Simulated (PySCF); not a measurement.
Species: C₉H₁₈.
Structure used (PBE0-D3(BJ)/def2-SVP), in Å, numbered top down from 1:
```
atom  x, y, z in Å
C1    -2.0177    1.4341    0.7968
C2    -1.7784   -0.0257    0.4204
C3    -2.7686   -0.4727   -0.6507
C4    -0.3220   -0.3357    0.0245
C5     0.2013    0.4876   -1.1551
C6     1.6146    0.0713   -1.5512
C7     2.5753    0.1612   -0.3706
C8     2.0630   -0.6415    0.8203
C9     0.6466   -0.2261    1.2041
H10   -1.8959    2.1001   -0.0722
H11   -1.3297    1.7791    1.5831
H12   -3.0432    1.5748    1.1721
H13   -1.9785   -0.6338    1.3223
H14   -2.6141   -1.5276   -0.9270
H15   -2.6737    0.1303   -1.5681
H16   -3.8065   -0.3662   -0.2987
H17   -0.3102   -1.3963   -0.2953
H18    0.2093    1.5568   -0.8778
H19   -0.4748    0.3966   -2.0203
H20    1.9746    0.6920   -2.3879
H21    1.5949   -0.9690   -1.9239
H22    2.6839    1.2202   -0.0732
H23    3.5808   -0.1824   -0.6638
H24    2.7416   -0.5284    1.6815
H25    2.0678   -1.7160    0.5617
H26    0.2812   -0.8394    2.0451
H27    0.6665    0.8171    1.5672
```

Definitions: NICS(0) = −σiso at the ring centroid; NICS(1) = −σiso and NICS(1)zz = −σzz at ±1 Å along the ring normal z. Level: GIAO B97-2/pcSseg-1 (PySCF, non-relativistic, gas phase) on the PBE0-D3(BJ)/def2-SVP geometry, one conformer.

Ring bond lengths (Å): C4–C5 1.531, C5–C6 1.526, C6–C7 1.525, C7–C8 1.525, C8–C9 1.525, C9–C4 1.530.

What do the NICS probes read (ppm)?

```csv
ring,type,NICS(0),"NICS(1), two faces","NICS(1)zz, two faces",rms pucker (Å),"centre to ring atoms, mean (Å)"
C4–C5–C6–C7–C8–C9,6-membered carbocycle; formal bonds all single,-2.7,-2.4 / -2.6,2.9 / 3.1,0.23,1.47
```

What do they say, and how far can they be read as aromaticity?

- C4–C5–C6–C7–C8–C9: mean NICS(1)zz 3.0 ppm, deshielded. C4, C5, C6, C7, C8, C9 have four or more neighbours, and the NICS criterion for π rings isn't applied.

What is the mean of the two in-plane components of NICS at the second NICS(1) probe listed for ring C4–C5–C6–C7–C8–C9, 1 Å off the ring?

The isotropic value is a third of the trace: (3 × -2.6 − (3.1))/2 = -5.5 ppm.

How do the values depend on the level or the medium?

| level | NICS(0), C4–C5–C6–C7–C8–C9 | mean NICS(1)zz, C4–C5–C6–C7–C8–C9 |
| --- | --- | --- |
| B97-2/pcSseg-1, gas | -2.7 | 3.0 |
| PBE0/pcSseg-1, gas | -2.7 | 3.0 |

The geometry is the same throughout.
